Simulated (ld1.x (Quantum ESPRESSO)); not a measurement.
# Before and after: ultrasoft potential for rhodium (Rh)

```
Element                 : rhodium
Generator               : ld1.x (Quantum ESPRESSO) 7.5
Type                    : ultrasoft
Functional              : PBEsol
Relativity              : scalar-relativistic
Frozen core             : [Kr]
Valence charge          : 9
Reference configuration : 4d8 5s1 5p0
Partial waves           : 5s (bound): rcut 2.60, rcutus 3.10 bohr; 5s channel at 0.3 Ry: rcut 2.60, rcutus 3.10 bohr; 5p (bound, empty): rcut 3.15, rcutus 3.45 bohr; 5p channel at 1.15 Ry: rcut 3.15, rcutus 3.45 bohr; 4d (bound): rcut 1.10, rcutus 1.35 bohr; 4d channel at 0.15 Ry: rcut 1.10, rcutus 1.35 bohr
Local potential         : all-electron potential smoothed inside 2.15 bohr (lloc = -2)
Core correction         : none
Augmentation charge     : PSQ, inside the norm-conserving radii
```

Change: all radii scaled by about 1.26 (s 3.90, p 4.34, d 1.70 bohr, rcut 3.26/3.96/1.38); local potential all-electron potential smoothed inside 2.70 bohr (lloc = -2).

Cutoffs: the cutoffs (Ry, on a coarse ladder) from which the occupation-weighted sum of valence levels, in a spherical-Bessel basis at the reference potential, stays within 10 and 1 mRy of its value at 400 Ry; they do not see the model core or the augmentation charge, which bear on the density cutoff. Errors are all-electron minus pseudo energies relative to the spin-unpolarised reference configuration.

**Question.** What does the change do?

**Answer.** The potential gets softer (55 Ry and 100 Ry → 40 Ry and 70 Ry); the number of tests with a reliable result goes from 7 to 0 (the test run of the changed file stopped, so its transferability is not established); neither file shows a bound ghost. A larger radius leaves more room for a smooth pseudo-wave, so fewer plane waves are needed.

```tsv
quantity	base	changed
cutoff, loose	55 Ry	40 Ry
cutoff, tight	100 Ry	70 Ry
loose cutoff by channel (10 mRy a level)	s 6 Ry, d 50 Ry	s 6 Ry, d 35 Ry
bound ghosts	none	none
tests with a reliable result	7 of 7	0 of 7 (the test run stopped)
lowest overlap eigenvalue by channel	s 0.35, p 0.56, d 0.99	s 0.36, p 0.47, d 0.99
```
